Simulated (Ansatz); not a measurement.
AuCl, singlet, at a GFN2-xTB geometry (such geometries of metal compounds can be far from the true shape) (core potentials on Au); BLYP/def2-SV(P) run with Ansatz (an electronic-structure program).

Here is a job for Ansatz.
Ansatz 0.2 input:
```yaml
crystal:
  periodic: [false, false, false]
  atoms:
    - {symbol: Au, position_ang: [-0.00000000, -0.00000000, -0.39608010]}
    - {symbol: Cl, position_ang: [0.00000000, 0.00000000, 1.84060754]}
basis:
  gaussian:
    orbitals: def2-SV_P_.json
hamiltonian:
  xc: blyp
scf: {lower_state_search: light}
```
The basis file holds def2-SV(P) in the JSON format of the Basis Set Exchange.

It wrote (shortened):

```
Functional definition: BLYP
487 factors; their error is unknown
mean field evaluation 1: about -16211.0489 eV, gradient 1.6e1 eV
mean field evaluation 2: about -16208.0604 eV, gradient 3.3e1 eV
mean field evaluation 4: about -16211.8187 eV, gradient 1.9e0 eV
mean field evaluation 8: about -16211.8122 eV, gradient 1.3e-2 eV
mean field -16211.81221427 eV, -595.7731101136 hartree, gradient 4.1e-5 eV, S^2 0.000000; 0 other end points of the search recorded, 0 dependent functions left out
reference -16211.81244932 eV, -595.7731187513 hartree; 18, 18 occupied and 25, 25 virtual orbitals, 487 factors
Total energy: -16211.81244932 eV, -595.7731187513 hartree
```
